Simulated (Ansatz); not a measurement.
Ga(H2O)F3 (GaOF₃H₂), relaxed as a singlet with RKS PBE-D4/def2-SVP in Ansatz, starting from the GFN2-xTB geometry. Force threshold 0.02 eV/Å.

Start:

```xyz
7

Ga   -0.0937   -0.5820    0.7450
O     0.0740    0.8807   -0.7278
H    -0.6265    0.8959   -1.3944
H     0.9371    1.0164   -1.1405
F     1.0692    0.0913    1.8257
F     0.4416   -1.9161   -0.2320
F    -1.8017   -0.3861    0.9241
```

```
        step  energy (eV)  largest force component (eV/Å)  SCF passes
           1  -62579.7099                           1.094          24
           2  -62579.7676                           0.382          27
           3  -62579.7900                           0.178          25
           4  -62579.7966                           0.129          24
           5  -62579.8105                           0.123          28
6 (rejected)  -62579.8051                           1.337          29
           7  -62579.8232                           0.069          27
           8  -62579.8342                           0.365          28
           9  -62579.8411                           0.850          28
          10  -62579.8608                           0.215          28
          11  -62579.8668                           0.071          25
          12  -62579.8675                           0.006          25
```

Force components are those of the run's own axes.

End:

```xyz
7

Ga    0.0146   -0.4952    0.7246
O     0.2368    0.9551   -0.7521
H    -0.7001    1.1449   -0.9795
H     0.5890    0.4340   -1.5065
F     0.8837    0.0155    2.1620
F     0.7249   -1.7388   -0.3193
F    -1.7489   -0.3155    0.6708
```

By distances, no bond broke or formed. The bond that changes most is Ga1–F7, from 1.73 to 1.77 Å (atoms count from 1).

No frequencies were taken in this run, so the end may be a saddle point.

It took 15 s on 2 threads of AMD EPYC 7R13 on a shared host.
